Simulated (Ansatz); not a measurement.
A further run on Na₂Sn.

```yaml
crystal:
  periodic: [false, false, false]
  atoms:
    - {symbol: Na, position_ang: [0.222382, 1.489260, -1.557211]}
    - {symbol: Na, position_ang: [1.127794, -1.600370, 0.926924]}
    - {symbol: Sn, position_ang: [-1.350176, 0.111110, 0.630287]}
basis:
  gaussian: {orbitals: def2-TZVPP, point_charges: [{charge: 2.00, position_ang: [4.075, 0.997, -0.684]}]}
hamiltonian: {xc: {name: CAM-B3LYP}}
scf: {omitted_lower_state_checks: [starts]}
```

```sh
$ ansatz run in.yaml --threads 4 --pin off --events-out ev --progress --plain --max-ram 3916MiB
```

It prints (some lines left out):

```
Functional definition: CAM-B3LYP
986 factors; their error is unknown
341 factors; integrals over basis functions are off by at most 1.6e-5 eV
mean field evaluation 1: about -14663.8797 eV, gradient 2.1e1 eV
mean field evaluation 2: about -14661.8240 eV, gradient 3.2e1 eV
mean field evaluation 4: about -14666.6008 eV, gradient 1.7e0 eV
mean field evaluation 8: about -14666.6461 eV, gradient 1.5e-1 eV
mean field evaluation 16: about -14666.7493 eV, gradient 1.1e-2 eV
mean field evaluation 32: about -14666.7493 eV, gradient 3.0e-5 eV
mean field -14666.74925681 eV, -538.9930937080 hartree, gradient 3.0e-5 eV, S^2 0.000000; 0 other end points of the search recorded, 0 dependent functions left out
reference -14666.74937975 eV, -538.9930982262 hartree; 22, 22 occupied and 92, 92 virtual orbitals, 986 factors
Total energy: -14666.74937975 eV, -538.9930982262 hartree
Checks for a lower state left out: starts
```

It took 2.6 s on 4 threads of Arm Neoverse V2 on a shared host.

In the def2 sets Sn takes a core potential; there is no spin–orbit coupling. The restricted singlet is unstable towards broken spin symmetry at other levels; at RKS CAM-B3LYP/def2-TZVPP this wasn't settled.
